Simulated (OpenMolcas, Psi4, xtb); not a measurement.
## How methods differ on GeH2 (SMILES [GeH2])

The species is GeH2 (3 atoms), meant as a singlet with charge 0. SMILES: `[GeH2]`. Geometry: relaxed at PBE0-D4/def2-TZVP.

```xyz
3

Ge   -0.5701    0.4051   -0.2637
H     0.7830    0.7436    0.5090
H    -0.2129   -1.1487   -0.2453
```

Each level gives the energy change with the Ge1–H3 bond stretched from 1.594 to 1.834 Å (eV). The values are calculated.

```
                                                            level                    kind     program  value (eV)  CPU time (all runs)
                                                           GFN-FF             force field         xtb        0.61            under 2 s
                                   SVWN5/def2-TZVPPD (restricted)                     LDA        Psi4        0.26                 17 s
                                     PBE/def2-TZVPPD (restricted)                     GGA  OpenMolcas        0.23                 28 s
                                   M06-L/def2-TZVPPD (restricted)                meta-GGA        Psi4        0.27                 57 s
                                   BHLYP/def2-TZVPPD (restricted)           global hybrid        Psi4        0.32                 24 s
                                 wB97M-V/def2-TZVPPD (restricted)  range-separated hybrid        Psi4        0.31                 99 s
                                   wB97X/def2-TZVPPD (restricted)  range-separated hybrid        Psi4        0.31                 36 s
B2PLYP/def2-TZVPPD (density fitting for correlation) (restricted)           double hybrid        Psi4        0.30                 19 s
                                     MP2/def2-TZVPPD (restricted)     perturbation theory        Psi4        0.35                9.7 s
                                    CCSD/def2-TZVPPD (restricted)   coupled cluster or CI        Psi4        0.31                 33 s
```

All-electron rows without a relativistic Hamiltonian named are non-relativistic. The first shape isn't each level's own minimum. The values span 0.23 to 0.61 eV. In the correlated wave-function rows the outer d shell of Ge is correlated, in sets not made for it. CPU times are rough (shared hosts, several kinds of processor and program).
